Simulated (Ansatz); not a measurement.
Coupled-cluster run, CH3ClMoO2 (`[CH3][Mo](=[O])(=[O])[Cl]`).

```yaml
crystal:
  periodic: [false, false, false]
  atoms:
    - {symbol: C, position_ang: [-0.974744, -0.158590, 0.503027]}
    - {symbol: Mo, position_ang: [0.898227, 0.046532, -0.402191]}
    - {symbol: O, position_ang: [1.993153, 0.180426, 0.850464]}
    - {symbol: O, position_ang: [1.175323, -1.393930, -1.198572]}
    - {symbol: Cl, position_ang: [0.900831, 1.832667, -1.775546]}
    - {symbol: H, position_ang: [-1.725130, -0.293515, -0.281073]}
    - {symbol: H, position_ang: [-0.991755, -1.020449, 1.172849]}
    - {symbol: H, position_ang: [-1.183805, 0.749759, 1.075142]}
basis:
  gaussian: {orbitals: def2-TZVPP}
correlation: {method: ccsd_t}
output: {orbitals: {seedname: orbitals}}
```

```sh
$ ansatz run in.yaml --threads 2 --pin off --events-out ev --progress --plain --max-ram 32768MiB --backend cuda --devices 0, --max-vram 18GiB
```

Output of Ansatz, abridged:

```
Functional definition: HF
1467 factors; integrals over basis functions are off by at most 9.2e-4 eV
mean field evaluation 1: about -19485.1359 eV, gradient 8.1e1 eV
mean field evaluation 2: about -19485.4457 eV, gradient 8.2e1 eV
mean field evaluation 4: about -19497.5291 eV, gradient 7.9e0 eV
mean field evaluation 8: about -19497.7429 eV, gradient 1.4e0 eV
mean field evaluation 16: about -19497.7506 eV, gradient 1.7e-6 eV
mean field -19497.75061203 eV, -716.5291189420 hartree, gradient 1.9e-6 eV, S^2 0.000000; 0 other end points of the search recorded, 0 dependent functions left out
8 core orbitals not correlated: weight in the atoms' cores, before any rotation towards them, 1.000 or more for the frozen orbitals, at most 0.000 for the correlated occupied ones
reference -19497.75061203 eV, -716.5291189420 hartree; 20, 20 occupied and 205, 205 virtual orbitals, 1467 factors
second order -40.05890197 eV of doubles, -0.00000000 eV of singles
cycle   1  -35.29588802 eV  change     4.8e0 eV  update   3.6e-1
cycle   2  -37.73111530 eV  change    -2.4e0 eV  update   2.9e-1
cycle   3  -38.18005262 eV  change   -4.5e-1 eV  update   5.0e-2
cycle   4  -38.19525842 eV  change   -1.5e-2 eV  update   2.5e-2
cycle   5  -38.17591405 eV  change    1.9e-2 eV  update   7.5e-3
cycle   6  -38.17880742 eV  change   -2.9e-3 eV  update   3.2e-3
cycle   7  -38.17739154 eV  change    1.4e-3 eV  update   1.7e-3
cycle   8  -38.17598775 eV  change    1.4e-3 eV  update   6.9e-4
cycle   9  -38.17657511 eV  change   -5.9e-4 eV  update   3.1e-4
cycle  10  -38.17701959 eV  change   -4.4e-4 eV  update   1.4e-4
cycle  11  -38.17685190 eV  change    1.7e-4 eV  update   8.0e-5
cycle  12  -38.17672088 eV  change    1.3e-4 eV  update   4.0e-5
cycle  13  -38.17684824 eV  change   -1.3e-4 eV  update   1.4e-5
cycle  14  -38.17680597 eV  change    4.2e-5 eV  update   6.8e-6
perturbative correction -2.40933675 eV, -0.0885414925 hartree
Total energy: -19538.33675474 eV, -718.0206321765 hartree
```

Hardware: 2 threads of an AMD EPYC 7R13 on a shared host and a share of an NVIDIA H100 80 GB. Wall time 17 s, peak host memory 0.96 GiB.

MP2 recovers 98.7 % of the CCSD(T) correlation energy and the triples give 5.9 %; T1 = 0.0245.
